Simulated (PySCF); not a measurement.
InI2, SMILES [I][In+][I], charge +1. Heavy atoms are numbered as in [In+:1]([I:2])[I:3].

Coordinates come from a PBE-D3(BJ)/def2-SVP optimisation. The multiplicity is an assumed one; other spin states were not compared. The isomer is the one that the SMILES or the coordinates give; other isomers of the formula were not compared. The def2 effective core potentials stand for the cores of I, In; spin–orbit coupling is left out.

Level of theory: B3LYP/def2-TZVPD (PySCF).

Mulliken values depend strongly on the basis, most of all with diffuse functions as here. ESP charges are fitted to the potential on shells at 1.4 to 2.0 van der Waals radii. Atomic charges (e), one atom of each kind:

```json
[
 {"atom": "In1", "Mulliken": "1.02", "ESP fit": "0.48"},
 {"atom": "I2", "Mulliken": "-0.01", "ESP fit": "0.26"}
]
```
